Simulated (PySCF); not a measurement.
C₃H₆AlFO, SMILES [Al]([F])([CH2]C=C)[OH]. Atoms are numbered in the order given.

```xyz
12

Al     0.3586     0.4917     0.4901
C     -0.1102    -1.3948     0.6502
C     -1.0600    -1.3068    -0.5118
C     -0.7158    -1.2441    -1.8220
H     -0.5963    -1.7028     1.5928
H      0.7739    -2.0291     0.4398
H     -2.1286    -1.1830    -0.2535
H      0.3323    -1.3455    -2.1526
H     -1.4775    -1.1055    -2.6034
F      1.7002     0.9326    -0.4255
O     -0.6317     1.7013     1.1911
H     -0.4986     2.6445     1.0073
```

Coordinates come from a PBE-D3(BJ)/def2-SVP optimisation. The structure was generated by enumeration; whether it is a known compound was not checked. Other conformers were not sampled.

The numbers are results of PySCF 2.14.0 with PBE-D3(BJ)/def2-SVP, not measurements.

Frequencies are harmonic and unscaled.

```tsv
mode	ν (cm⁻¹)	IR (km/mol)	moving atoms (share of kinetic energy)
1	36	4.0	C 59 %, H 17 %, F 13 %
2	67	0.1	F 28 %, O 28 %, C 27 %, H 13 %
3	142	0.5	H 40 %, C 33 %, O 17 %
4	193	4.2	H 30 %, C 29 %, F 22 %, Al 13 %
5	230	42.2	F 32 %, O 25 %, Al 18 %, H 17 %, C 9 %
6	240	34.4	Al 63 %, O 11 %, F 11 %, H 9 %
7	342	137.2	H 88 %, O 10 %
8	408	0.1	H 53 %, C 46 %
9	547	17.2	C 40 %, H 30 %, F 11 %, O 10 %, Al 8 %
10	591	106.1	H 70 %, O 25 %
11	653	34.0	H 66 %, C 30 %
12	690	31.5	H 58 %, C 31 %, F 8 %
13	814	95.0	Al 41 %, F 25 %, H 16 %, O 13 %
14	859	41.5	H 72 %, C 28 %
15	904	60.8	Al 36 %, H 22 %, O 22 %, F 12 %, C 9 %
16	913	54.0	C 44 %, H 34 %, Al 12 %
17	966	21.9	H 67 %, C 29 %
18	985	66.2	H 85 %, C 14 %
19	999	14.0	H 74 %, C 25 %
20	1152	20.8	H 60 %, C 40 %
21	1267	1.0	H 80 %, C 20 %
22	1359	4.8	H 90 %, C 10 %
23	1384	4.6	H 83 %, C 17 %
24	1621	30.1	C 85 %, H 14 %
25	3018	1.1	H 95 %
26	3063	7.8	H 93 %
27	3071	0.6	H 94 %
28	3108	1.8	H 90 %, C 10 %
29	3176	3.9	H 89 %, C 11 %
30	3810	76.8	H 94 %
```
